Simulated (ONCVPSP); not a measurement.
# Scattering properties, ONCV potential for V (Z = 23)

```
Element                 : vanadium
Generator               : ONCVPSP 4.0.1
Type                    : optimised norm-conserving Vanderbilt (ONCV)
Functional              : PBE
Relativity              : scalar-relativistic
Frozen core             : [Ne]
Valence charge          : 13
Reference configuration : 3s2 3p6 3d4 4s1
Partial waves           : 3s+4s: rc 1.45 bohr, ncon 5, nbas 8, qcut 10.1 1/bohr, 2 projectors; 3p: rc 1.25 bohr, ncon 4, nbas 8, qcut 11.5 1/bohr, 2 projectors, debl 2.9 Ha; 3d: rc 2.15 bohr, ncon 4, nbas 8, qcut 8.4 1/bohr, 2 projectors, debl 3.7 Ha
Local potential         : polynomial inside 0.80 bohr (lpopt 4, dvloc0 0 Ha)
Core correction         : polynomial model core, fcfact 0.4
```

The phase is arctan(r·R′/R) of the radial function R(r), unwrapped; energies in Ha, scanned from -4 to 5 Ha. A pole is an energy at which the radial function vanishes at the test radius. The pseudo phase is shifted by a multiple of π to meet the all-electron one at the reference energy, and phase errors are pseudo minus all-electron; the curves can meet again beyond the range given. Levels narrower than the energy grid can be missing from the lists of poles.

Q: For each channel, where are the poles, and over which energies does the pseudopotential scatter like the atom?

A:

| channel | radius (bohr) | reference energy (Ha) | poles, all-electron | poles, pseudo | unbroken range about the reference energy with phases within 0.05 rad | phase error 1 Ha above the reference energy (rad) |
| --- | --- | --- | --- | --- | --- | --- |
| s | 1.47 | -0.14 | -1.72 | -1.72 | the whole range | -0.000 |
| p | 1.27 | -1.49 | 0.27 | 0.27 | the whole range | -0.000 |
| d | 2.18 | -0.09 | 0.18, 3.56 | 0.18, 3.56 | the whole range | +0.009 |

Phases in the p channel:

```json
{"E (Ha)": "-3.98", "all-electron": "0.881", "pseudo": "0.881"}
{"E (Ha)": "-3.74", "all-electron": "0.795", "pseudo": "0.795"}
{"E (Ha)": "-3.50", "all-electron": "0.680", "pseudo": "0.680"}
{"E (Ha)": "-3.26", "all-electron": "0.526", "pseudo": "0.525"}
{"E (Ha)": "-3.02", "all-electron": "0.318", "pseudo": "0.317"}
{"E (Ha)": "-2.78", "all-electron": "0.050", "pseudo": "0.050"}
{"E (Ha)": "-2.54", "all-electron": "-0.258", "pseudo": "-0.258"}
{"E (Ha)": "-2.30", "all-electron": "-0.555", "pseudo": "-0.555"}
{"E (Ha)": "-2.06", "all-electron": "-0.802", "pseudo": "-0.802"}
{"E (Ha)": "-1.82", "all-electron": "-0.990", "pseudo": "-0.990"}
{"E (Ha)": "-1.58", "all-electron": "-1.130", "pseudo": "-1.130"}
{"E (Ha)": "-1.34", "all-electron": "-1.235", "pseudo": "-1.235"}
{"E (Ha)": "-1.10", "all-electron": "-1.317", "pseudo": "-1.317"}
{"E (Ha)": "-0.86", "all-electron": "-1.381", "pseudo": "-1.381"}
{"E (Ha)": "-0.62", "all-electron": "-1.434", "pseudo": "-1.434"}
{"E (Ha)": "-0.38", "all-electron": "-1.478", "pseudo": "-1.478"}
{"E (Ha)": "-0.14", "all-electron": "-1.516", "pseudo": "-1.516"}
{"E (Ha)": "0.10", "all-electron": "-1.550", "pseudo": "-1.550"}
{"E (Ha)": "0.34", "all-electron": "-1.580", "pseudo": "-1.580"}
{"E (Ha)": "0.58", "all-electron": "-1.608", "pseudo": "-1.608"}
{"E (Ha)": "0.82", "all-electron": "-1.634", "pseudo": "-1.634"}
{"E (Ha)": "1.06", "all-electron": "-1.659", "pseudo": "-1.659"}
{"E (Ha)": "1.30", "all-electron": "-1.684", "pseudo": "-1.684"}
{"E (Ha)": "1.54", "all-electron": "-1.708", "pseudo": "-1.708"}
{"E (Ha)": "1.78", "all-electron": "-1.733", "pseudo": "-1.733"}
{"E (Ha)": "2.02", "all-electron": "-1.758", "pseudo": "-1.758"}
{"E (Ha)": "2.26", "all-electron": "-1.786", "pseudo": "-1.786"}
{"E (Ha)": "2.50", "all-electron": "-1.815", "pseudo": "-1.815"}
{"E (Ha)": "2.74", "all-electron": "-1.846", "pseudo": "-1.846"}
{"E (Ha)": "2.98", "all-electron": "-1.881", "pseudo": "-1.881"}
{"E (Ha)": "3.22", "all-electron": "-1.921", "pseudo": "-1.922"}
{"E (Ha)": "3.46", "all-electron": "-1.968", "pseudo": "-1.968"}
{"E (Ha)": "3.70", "all-electron": "-2.023", "pseudo": "-2.023"}
{"E (Ha)": "3.94", "all-electron": "-2.089", "pseudo": "-2.090"}
{"E (Ha)": "4.18", "all-electron": "-2.171", "pseudo": "-2.172"}
{"E (Ha)": "4.42", "all-electron": "-2.273", "pseudo": "-2.275"}
{"E (Ha)": "4.66", "all-electron": "-2.405", "pseudo": "-2.408"}
{"E (Ha)": "4.90", "all-electron": "-2.574", "pseudo": "-2.578"}
```
